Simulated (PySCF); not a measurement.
MoO2FCl, SMILES [O]=[Mo](=[O])([F])[Cl], multiplicity 1.

Geometry: B3LYP-D3(BJ)/def2-SVP. The spin state was assumed, not searched. The structure was generated by enumeration; whether it is a known compound was not checked. The def2 effective core potentials stand for the cores of Mo; spin–orbit coupling is left out.

These are CAM-B3LYP/def2-TZVP in PySCF values and carry that method's errors.

Gas-phase values at a fixed geometry.

The total energy is -778.91162 hartree, the point group is Cs and the highest occupied level comes out as -11.44 eV. The lowest empty level is -2.68 eV and the orbital gap comes out as 8.75 eV. The dipole moment is 1.07 D and the quadrupole, principal values (traceless, Buckingham form, about the centre of nuclear charge) is -1.30, -0.71, 2.01 D·Å. The mean static polarisability comes out as 52.1 bohr³ (7.73 Å³) and the polarisability, principal values is 44.1, 49.8, 62.6 bohr³.
